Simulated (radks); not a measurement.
Question: The mean radii <r> (bohr) of the occupied orbitals of an atom or ion are listed with their occupations. All-electron calculation, non-relativistic Kohn-Sham, SOGGA, spin-unpolarised, spherical densities, point nucleus. Program: a radial shooting solver on a logarithmic mesh with Libxc functionals.

| orbital | occ. | <r> |
|---|---|---|
| 1s | 2 | 0.07023 |
| 2s | 2 | 0.3279 |
| 2p | 6 | 0.2911 |
| 3s | 2 | 1.015 |
| 3p | 6 | 1.089 |
| 4s | 2 | 3.537 |
| 3d | 2 | 1.602 |

Name the element and its charge.

Answer: Z = 22, titanium, charge 0: Ti in [Ar] 3d2 4s2. The 1s radius gives Z: for a bare nucleus <r> = 1.5/Z, 0.06818 bohr for Z = 22, and screening makes it slightly larger (0.07023 here). The occupations add up to 22, and the charge is Z minus that.
